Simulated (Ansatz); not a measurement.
acetic acid (C$_{2}$H$_{4}$O$_{2}$), singlet, at a GFN2-xTB geometry; SVWN5/6-311G** (Ansatz, a quantum-chemistry and plane-wave program).

Input for Ansatz:
Ansatz 0.2 input:
```yaml
crystal:
  periodic: [false, false, false]
  atoms:
    - {symbol: C, position_ang: [-0.00315599, 0.15499744, 0.00211695]}
    - {symbol: O, position_ang: [0.17039265, 1.34242476, 0.01690963]}
    - {symbol: O, position_ang: [-1.22753391, -0.39207402, 0.00355055]}
    - {symbol: H, position_ang: [-1.90744240, 0.29943580, 0.01779441]}
    - {symbol: C, position_ang: [1.07040744, -0.89412184, -0.01979608]}
    - {symbol: H, position_ang: [2.04770176, -0.42261924, -0.02046975]}
    - {symbol: H, position_ang: [0.96302272, -1.53432562, 0.85236222]}
    - {symbol: H, position_ang: [0.95033928, -1.51055050, -0.90729357]}
basis:
  gaussian:
    orbitals: 6-311G__.json
hamiltonian:
  xc: {name: SVWN5}
accuracy: high
```
The basis file holds 6-311G** in the JSON format of the Basis Set Exchange.

The log (banner, timings and long lists left out):

```
Functional definition: SVWN5
1965 factors; integrals over basis functions are off by at most 4.8e-9 eV
mean field evaluation 1: about -6176.9197 eV, gradient 7.3e1 eV
mean field evaluation 2: about -6160.6941 eV, gradient 1.2e2 eV
mean field evaluation 4: about -6186.6185 eV, gradient 9.6e0 eV
mean field evaluation 8: about -6186.7627 eV, gradient 9.2e-1 eV
mean field evaluation 16: about -6186.7644 eV, gradient 2.2e-5 eV
mean field -6186.76443562 eV, -227.3593994694 hartree, gradient 7.4e-8 eV, S^2 0.000000; 0 other end points of the search recorded, 0 dependent functions left out
reference -6186.76443878 eV, -227.3593995857 hartree; 16, 16 occupied and 80, 80 virtual orbitals, 1965 factors
Total energy: -6186.76443878 eV, -227.3593995857 hartree
```
